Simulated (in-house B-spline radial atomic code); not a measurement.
What moves the levels of neutral tellurium ([Kr] 4d10 5s2 5p4)? Method: Dirac-Hartree-Fock, average of configuration, Fermi nucleus of rms radius 4.7423 fm. Calculated with an all-electron radial atomic-structure program (B-spline basis).

Baseline run (computed): total energy -6793.7033 hartree, 1s1/2 at -1175.928 hartree, 5p3/2 at -9.2233 eV with <r> = 2.716 bohr.

Scaling the speed of light c (a factor of 100 is close to the non-relativistic limit):

```tsv
c/c0	ΔE (hartree)	5p3/2 level (eV)	5p3/2 <r> (bohr)
0.9	-46.778	-9.14202	2.721
0.98	-8.0986	-9.20921	2.717
1.02	7.5798	-9.23647	2.716
1.5	104.35	-9.4049	2.707
100	182.01	-9.54039	2.701
```

Changing the nucleus:

```csv
nucleus,ΔE (eV)
Gaussian nucleus of rms radius 4.7423 fm,-0.0205
uniform spherical nucleus of rms radius 4.7423 fm,0.00719
Fermi nucleus of rms radius 4.6475 fm,-0.208
Fermi nucleus of rms radius 4.8371 fm,0.211
```

A larger nucleus binds the electrons less, roughly as the density at the nucleus times the change of the nuclear <r²>. At equal rms radius the shape enters only through higher moments.

Q: The nuclear charge is raised by 0.1. What does the Hellmann-Feynman theorem predict for the energy, and what is found?

A: dE/dZ ≈ -Σ<1/r>, which is -317.438 at the start and -318.294 at the end; their mean times 0.1 is -31.787 hartree, and the two runs differ by -31.786 hartree.
